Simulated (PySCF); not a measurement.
A survey of ¹⁷O NMR shifts

All values are calculated (PySCF 2.14.0 with density-fitted response routines): GFN2-xTB structure, σ from GIAO-PBE0/pcSseg-1. No solvent, one averaged value for each set of equivalent atoms, no relativistic terms, a single conformation.

Shieldings were converted by a linear fit to measured shifts: ¹⁷O: δ = 266.70 − 0.911σ (rms 10.7 ppm, 155 shifts, 12.2 ppm with the 3 outliers that the fit left out vs liquid water, solution or neat liquid). A few per cent of atoms miss by over 2 rms, more outside the fitted compound classes.

(1) Give the ¹⁷O shifts of `C=CC[Si@@H](O)CCl`, `[SiH3]O[C@@H](CCl)[Si](Cl)(Cl)Cl`, `C[C@@H]1CO[Si@H](Cl)C1`.

(2) Order these by ¹⁷O shift, lowest first.
A. CS/C=C\OC(F)(F)F
B. CN[SiH2][Si](O)(O)[SiH3]
C. C=CC[Si@@H](O)CCl
D. CC/C(=C\Cl)O[SiH3]

Results:

(1) 
```
                        compound                                   environment  δ (ppm)
               C=CC[Si@@H](O)CCl                        oxygen bonded to Si, H    -24.2
[SiH3]O[C@@H](CCl)[Si](Cl)(Cl)Cl                        oxygen bonded to C, Si    -20.0
          C[C@@H]1CO[Si@H](Cl)C1  oxygen bonded to C, Si, in a 5-membered ring     17.4
```

(2) C (-24.2 ppm, oxygen bonded to Si, H), B (7.5 ppm, oxygen bonded to Si, H), D (42.5 ppm, oxygen bonded to C, Si), A (112.4 ppm, ether oxygen).
